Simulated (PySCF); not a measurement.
BiH₅, SMILES [BiH5].

Coordinates come from a B3LYP-D3(BJ)/def2-TZVP optimisation. The def2 effective core potentials stand for the cores of Bi; spin–orbit coupling is left out.

Method: B3LYP-D3(BJ)/def2-TZVP (PySCF).

Frequencies are harmonic and unscaled.

Modes within 1.5 cm⁻¹ of each other (mostly degenerate sets) share a row, with their intensities summed.

```tsv
mode	ν (cm⁻¹)	IR (km/mol)	Raman (Å⁴/amu)	depolarisation	moving atoms (share of kinetic energy)
1–2	403	21.3	103.7	0.75	H 100 %
3–4	728	500.0	0.3	0.75	H 98 %
5	821	383.9	0.0	–	H 98 %
6–7	973	0.0	180.7	0.75	H 100 %
8	1451	0.0	471.1	0.72	H 100 %
9	1485	619.6	0.0	–	H 99 %
10–11	1729	448.2	299.9	0.75	H 99 %
12	1751	0.0	636.9	0.00	H 100 %
```
